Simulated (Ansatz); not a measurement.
B2H5NSi can be A, `NB1B[SiH2]1`, or B, `BN1B[SiH2]1`.

Calculated with Ansatz (gas phase, PBE0-D4/def2-TZVP geometries, no zero-point term in ΔE). CCSD(T)/CBS is the MP2 limit (def2-TZVPP, def2-QZVPP) plus CCSD(T) − MP2 in def2-TZVPP, frozen cores. DFT in def2-TZVPP. B3LYP here is the variant with VWN-RPA as its local correlation; programs differ in this. Each species was taken in one conformer, which may not be the lowest.

**Question.** Which is lower in electronic energy at CCSD(T)/CBS, and by how much? (Estimate.)

**Answer.** The calculation gave: B, by 109.0 kJ/mol.

**Question.** Give E(B) − E(A) in kJ/mol with MP2/def2-TZVPP, B3LYP-D4, BLYP-D4, HF/def2-TZVPP, B2PLYP, ωB97M-V, CCSD/def2-TZVPP. (Best estimate.)

**Answer.** The calculation gave: MP2/def2-TZVPP -111.8, B3LYP-D4 -103.0, BLYP-D4 -89.2, HF/def2-TZVPP -163.9, B2PLYP -109.5, ωB97M-V -111.9, CCSD/def2-TZVPP -118.7. None reverses the order clearly.

**Question.** Does the order hold for the free energy at 298.15 K (harmonic terms from PBE0-D4)? (Estimate.)

**Answer.** Ansatz gave: Yes: G(B) − G(A) = -112.2 kJ/mol, for one conformer each.

Largest T1 diagnostic: 0.015.

From r2SCAN to r2SCAN0 (25 % exact exchange), in def2-TZVPP and without D4, E(B) − E(A) moves by −12.0 kJ/mol. In def2-TZVPP, CCSD(T) changes the Hartree–Fock value by +56.7 kJ/mol (the triples alone add +11.5 kJ/mol) and MP2 by +52.2 kJ/mol.
